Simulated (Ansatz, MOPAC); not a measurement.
System: [dimethyl(phosphanyl)silyl]phosphane, C2H10P2Si, charge 0, multiplicity 1. SMILES: C[Si](C)(P)P
Coordinates optimised at B3LYP-D3(BJ)/def2-TZVP (Ansatz, an electronic-structure program):
```
Si
C 1 1.8780
H 2 1.0912 1 111.26
H 2 1.0921 3 108.17 1 -121.72
H 2 1.0925 3 107.93 4 -116.65
C 1 1.8783 2 110.60 3 -178.55
H 6 1.0911 1 111.16 2 179.47
H 6 1.0921 7 107.91 1 -121.23
H 6 1.0926 7 108.20 8 -116.91
P 1 2.2708 2 107.80 3 57.28
H 10 1.4190 1 94.16 2 171.72
H 10 1.4220 11 93.70 1 95.41
P 1 2.2720 2 107.93 3 -61.00
H 13 1.4189 1 94.84 2 73.92
H 13 1.4194 14 93.85 1 -95.07
```

Quantity: size of the dipole moment, in D. Terms: no dispersion term unless named; non-relativistic; spin-orbit terms left out; 6-311+G** with 5d, 6d on Na to Ar in Ansatz. First-principles rows: single points at B3LYP-D3(BJ) geometries (Ansatz). Semi-empirical rows: dipoles at the shared geometry.

```csv
level,program,size of the dipole moment (D)
PM6,MOPAC,2.32
MNDO,MOPAC,2.43
PBE/STO-3G,Ansatz,0.86
B3LYP/3-21G,Ansatz,1.91
B3LYP/6-31G,Ansatz,1.90
B3LYP/6-311+G**,Ansatz,1.41
```

No value to compare with is used here. The 6 habitual levels span 0.86 (PBE/STO-3G) to 2.43 D (MNDO).

The levels are drawn from those run, B3LYP/6-31G* more often than the rest, none by its result; left out are runs that failed, that the program found above a lower state of the same kind, or whose <S^2> lies over 0.5 above the pure value.
